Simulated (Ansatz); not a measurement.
Two isomers of C2H5FO2Si: A = `C=C[Si](O)(O)F`, B = `C[C@]1(F)O[Si@H]1O`.

Calculated with Ansatz (gas phase, PBE0-D4/def2-TZVP geometries, no zero-point term in ΔE). CCSD(T)/CBS adds triple-zeta CCSD(T) − MP2 to the extrapolated MP2 energy (def2 sets, frozen cores). Functionals use def2-TZVPP. B3LYP here is the variant with VWN-RPA as its local correlation; programs differ in this. One conformer a species, not always the lowest.

A:

Z-matrix (Å, degrees):
```
Si
C 1 1.837
O 1 1.623 2 108.5
O 1 1.633 2 113.3 3 -121.6
F 1 1.600 2 108.8 3 119.5
C 2 1.330 1 122.3 3 118.8
H 2 1.088 1 119.1 3 -61.3
H 3 0.958 1 118.4 2 -171.0
H 4 0.958 1 117.5 2 -89.9
H 6 1.086 2 122.2 1 179.9
H 6 1.086 2 121.5 1 -0.6
```

B:

```xyz
11

C     1.6757    0.3979   -0.1770
C     0.3655   -0.2624    0.0772
F     0.5616   -1.4232    0.7968
O    -0.3990   -0.5563   -1.1178
Si   -1.3545    0.2976   -0.0631
O    -2.5977   -0.4353    0.6785
H     2.3099   -0.2701   -0.7676
H     1.5344    1.3268   -0.7297
H     2.1753    0.6199    0.7669
H    -1.8254    1.6255   -0.4838
H    -2.4458   -1.3205    1.0196
```

(1) Which is lower in electronic energy at CCSD(T)/CBS, and by how much? (Best estimate.)

(2) Give E(B) − E(A) in kcal/mol with B3LYP, PBE-D4, ωB97M-V, CCSD(T)/def2-TZVPP, CCSD/def2-TZVPP, BLYP-D4, MP2/def2-TZVPP. (Best estimate.)

(3) Does the order hold for the free energy at 298.15 K (harmonic terms from PBE0-D4)? (An estimate is asked.)

Largest T1 diagnostic: 0.013.

Answers

(1) Ansatz gave: A, by 81.7 kcal/mol.

(2) Ansatz gave: B3LYP 78.5, PBE-D4 70.0, ωB97M-V 77.7, CCSD(T)/def2-TZVPP 80.7, CCSD/def2-TZVPP 82.2, BLYP-D4 76.5, MP2/def2-TZVPP 81.4. None reverses the order clearly.

(3) Ansatz gave: Yes: G(B) − G(A) = +82.1 kcal/mol, for one conformer each.

Leaving LDA and LC-ωPBE aside and taking each functional with its dispersion term where it has one, the values, not all of them listed here, spread over 13.3 kcal/mol, from PBE-D4 to BHLYP-D4. LDA lies −3.3 kcal/mol from PBE without D4. From BLYP to BHLYP (50 % exact exchange), in def2-TZVPP and without D4, E(B) − E(A) moves by +7.0 kcal/mol.
